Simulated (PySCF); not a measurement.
## YF from Hartree–Fock to correlated methods

State: ¹Σ⁺ (singlet), closed shell. Set-up: basis Y def2-TZVPP with ECP28, F def2-TZVPP; scalar-relativistic core potentials; PySCF 2.14. De refers to Y (4d1 5s2) + F in their high-spin ground configurations, without counterpoise correction. A positive dipole means Y(−)F(+).

```tsv
Level	Re (Å)	ωe (cm⁻¹)	De (eV)	μ (D)	CPU s a point (SCF and correlation, without the integrals)
RHF	1.949	625	n/a	-1.87	0.57
RHF-MP2	1.938	630	n/a	n/a	1
RHF-SCS-MP2	1.945	624	n/a	n/a	n/a
RHF-CCSD	1.944	627	6.80	n/a	n/a
RHF-CCSD(T)	1.944	627	6.96	n/a	33
PBE	1.930	630	7.15	-1.78	1.8
BLYP	1.947	615	7.06	-2.02	1.1
r²SCAN	1.926	642	6.77	-1.77	2.8
PBE0	1.922	643	6.78	-1.83	3.8
M06	1.928	629	6.93	-2.36	3.4
MN15	1.928	638	6.99	-2.20	3.4
BHandHLYP	1.931	639	6.45	-2.14	1.8
ωB97X-V	1.935	631	7.04	-1.88	9.4
```

The bond length runs from 1.922 Å (PBE0) to 1.949 Å (RHF). De spans 6.45 eV (BHandHLYP, global hybrid GGA) to 7.15 eV (PBE, GGA).

Correlated steps freeze 1 core orbital. The metal atom is held in its measured ground configuration; semilocal functionals can put another filling of s and d lower by some tenths of an eV, and De to that atom would be smaller. Spin–orbit coupling is left out, which matters for elements this heavy, above all for dissociation energies. Where the molecule has an RHF reference, its open-shell atoms are computed with UHF.

The whole job (state search and all levels along the bond) took about 13 min on 1 thread of Arm Neoverse N1 (shared host), peak memory 2.5 GiB.
